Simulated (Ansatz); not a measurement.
`[SiH3][S][SbH][SiH3]` + H₂O → `[OH][SbH][SiH3]` + `[SiH3]S` at 700 K and 1 bar (formal hydrolysis of the Sb–S bond).

Gas-phase electronic energies from Ansatz, PBE0-D4/def2-TZVP geometries. CCSD(T)/CBS is the MP2 limit (def2-TZVPP, def2-QZVPP) plus CCSD(T) − MP2 in def2-TZVPP, frozen cores. This one scheme is used for every species. Elements past krypton have def2 core potentials. For Sb outer-core shells are correlated without core-valence functions, which leaves a few kJ/mol of doubt a bond. Each species was taken in one conformer, which may not be the lowest.

| species | CCSD(T)/CBS energy (Eh) | H − E (kJ/mol) | S (J/(mol·K)) |
| --- | --- | --- | --- |
| `[SiH3][S][SbH][SiH3]` | -1220.19310 | 248.2 | 556.3 |
| H₂O | -76.37941 | 80.5 | 218.4 |
| `[OH][SbH][SiH3]` | -607.27229 | 184.9 | 441.4 |
| `[SiH3]S` | -689.27336 | 135.5 | 340.5 |

H − E and S are ideal-gas, rigid-rotor, harmonic terms from PBE0-D4/def2-TZVP, for one conformer and one mirror image of each species. 1 Eh = 2625.50 kJ/mol, R = 8.31446 J/(mol·K).

Task: By hand: ΔE, ΔH, ΔS and ΔG.

Result: ΔE = (-607.27229) + (-689.27336) − (-1220.19310) − (-76.37941) = 0.02686 Eh = 70.5 kJ/mol. Δ(H − E) = 184.9 + 135.5 − 248.2 − 80.5 = -8.3, so ΔH = 62.2 kJ/mol. ΔS = 441.4 + 340.5 − 556.3 − 218.4 = 7.2 J/(mol·K). ΔG = 62.2 − 700 × (7.2)/1000 = 57.2 kJ/mol.

Task: By hand: the equilibrium constant, and the temperature at which ΔG would vanish if ΔH and ΔS stayed fixed.

Result: log₁₀ K = −ΔG/(RT ln 10) = -4.3. ΔG = 0 at ΔH/ΔS = 8639 K, far beyond where these terms or the molecules hold.

The number of gas molecules stays the same, so ΔS is small and ΔH decides. A doubt of 5 kJ/mol in ΔE shifts log₁₀ K by 0.4 here. Other conformers and mirror images would add mixing entropy, several J/(mol·K) or more a flexible species. Modes under 60 cm⁻¹, often nearly free rotors, make the harmonic entropy too high. These are equilibria of isolated gas molecules and say nothing of rates. Largest T1 diagnostic: 0.014 (customary marks: 0.02 for closed shells, 0.045 for open ones).
